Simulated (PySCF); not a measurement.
Mg(OH)(SeH) (H2MgOSe), SMILES [OH][Mg][SeH].

Geometry: PBE0-D3(BJ)/def2-TZVP. The geometry has at least one imaginary mode, so it is a saddle point at that level. The values are those of a single conformer.

Calculation: TDDFT-M06-2X/def2-SVPD (PySCF).

Vertical excitations.  State labels are in the subgroup Cs.

```csv
state,symmetry,energy (eV),λ (nm),f,main pairs
S1,A",4.36,284,0.049,HOMO→LUMO 95 %
S2,A",5.27,235,0.000,"HOMO→LUMO+1 59 %, HOMO→LUMO+4 29 %, HOMO→LUMO+3 10 %"
S3,A',5.74,216,0.077,"HOMO−1→LUMO 69 %, HOMO→LUMO+2 23 %"
S4,A",5.77,215,0.003,"HOMO→LUMO+3 29 %, HOMO→LUMO+1 28 %, HOMO→LUMO+4 16 %, HOMO→LUMO+6 15 %"
S5,A',5.96,208,0.043,HOMO−2→LUMO 91 %
S6,A",5.98,207,0.049,HOMO−3→LUMO 91 %
S7,A',6.26,198,0.202,"HOMO→LUMO+2 51 %, HOMO−1→LUMO 18 %"
S8,A",6.72,184,0.025,"HOMO→LUMO+3 44 %, HOMO→LUMO+4 27 %, HOMO→LUMO+5 17 %"
S9,A',6.77,183,0.119,HOMO−1→LUMO+1 69 %
S10,A",7.04,176,0.002,"HOMO→LUMO+6 56 %, HOMO→LUMO+4 18 %, HOMO→LUMO+5 14 %"
T1,A",4.12,301,0,HOMO→LUMO 92 %
T2,A',5.00,248,0,HOMO−1→LUMO 83 %
T3,A",5.05,246,0,"HOMO→LUMO+4 40 %, HOMO→LUMO+1 36 %, HOMO→LUMO+3 15 %"
T4,A",5.65,220,0,"HOMO→LUMO+1 43 %, HOMO→LUMO+3 15 %, HOMO→LUMO+6 13 %, HOMO−3→LUMO 10 %"
```
Triplets are in the Tamm–Dancoff approximation, which puts them higher than full response would, so one can lie above its singlet here.
